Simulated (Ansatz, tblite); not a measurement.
Cost and result up the ladder for GaF₃ (the lowest singlet isomer of a short search) (4 atoms). Charge 0, multiplicity 1. Geometry: PBE-D4/def2-TZVP.

```xyz
4

Ga    0.000    0.000    0.000
F     1.551   -0.694   -0.403
F    -1.461   -0.675   -0.677
F    -0.090    1.369    1.079
```

Ansatz on 4 threads of Arm Neoverse V1 on a shared host; xTB runs through tblite on one thread. Times are rough, summed over both states, and most runs start from the orbitals of an earlier one. CCSD(T)/def2-TZVPP serves as the yardstick here, not as an exact answer. The other state is a doublet.

The xTB rows come from tblite. Correlated methods freeze 12 core orbitals; core or outer-core shells of Ga are correlated, in sets that lack core-valence functions. In CCSD on the charge 1 doublet the largest single amplitude is 0.20, so its Hartree–Fock determinant may place the open shell otherwise than the density functionals do. HOMO above LUMO, or a gap near zero within one spin, warns that the state may not be the lowest or that an electron is smeared out. The structure comes from a short search, and lower isomers may exist.

Correlated methods converge slowly with the basis.

Raw xTB energies of ions are shifted by several eV.

```json
{"level": "GFN2-xTB", "functions": "21", "wall time": "0.005 s", "vertical IE (eV)": "18.99", "difference from CCSD(T)/def2-TZVPP (eV)": "3.93", "remarks": "–"}
{"level": "GFN1-xTB", "functions": "21", "wall time": "0.006 s", "vertical IE (eV)": "18.43", "difference from CCSD(T)/def2-TZVPP (eV)": "3.37", "remarks": "–"}
{"level": "PBE-D4/def2-TZVP", "functions": "141", "wall time": "2.4 s", "vertical IE (eV)": "13.43", "difference from CCSD(T)/def2-TZVPP (eV)": "-1.63", "remarks": "gap within one spin near zero (+1 doublet)"}
{"level": "PBE0-D4/def2-TZVP (with forces)", "functions": "141", "wall time": "5.9 s", "vertical IE (eV)": "14.31", "difference from CCSD(T)/def2-TZVPP (eV)": "-0.75", "remarks": "–"}
{"level": "r2SCAN-D4/def2-TZVP", "functions": "141", "wall time": "9 s", "vertical IE (eV)": "13.76", "difference from CCSD(T)/def2-TZVPP (eV)": "-1.30", "remarks": "–"}
{"level": "CCSD(T)/def2-TZVPP", "functions": "141", "wall time": "98 s", "vertical IE (eV)": "15.06", "difference from CCSD(T)/def2-TZVPP (eV)": "0.00", "remarks": "–"}
```
